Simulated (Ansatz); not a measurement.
Calculated with Ansatz (gas phase, PBE0-D4/def2-TZVP geometries, no zero-point term in ΔE). CBS: MP2 limit from def2 TZ/QZ plus the TZ coupled-cluster correction, frozen cores. This one scheme is used for every species. Functionals use def2-TZVPP. B3LYP here is the variant with VWN-RPA as its local correlation; programs differ in this. For Ge outer-core shells are correlated without core-valence functions, which leaves a few kJ/mol of doubt a bond. Scalar relativity is left out up to krypton.

Consider the ligand exchange at a Ge–C bond: `[CH3][GeH]([CH3])[Cl]` + HCl → `[CH3][GeH]([Cl])[Cl]` + CH₄.

```json
{"level": "PBE-D4", "ΔE (eV)": "-0.95"}
{"level": "B3LYP-D4", "ΔE (eV)": "-0.99"}
```

Question: What does CCSD(T)/CBS give? (An estimate is asked.)

Answer: The calculation gave: -0.90 eV. The listed levels differ from it by -0.05, -0.09 eV.

Largest T1 diagnostic among the species: 0.009.

In def2-TZVPP, CCSD(T) changes the Hartree–Fock value by +0.18 eV (the triples alone add +0.00 eV) and MP2 by +0.15 eV. Leaving LDA and LC-ωPBE aside and taking each functional with its dispersion term where it has one, the values, not all of them listed here, spread over 0.09 eV, from B97M-V to PBE-QIDH. LDA lies +0.07 eV from PBE without D4.
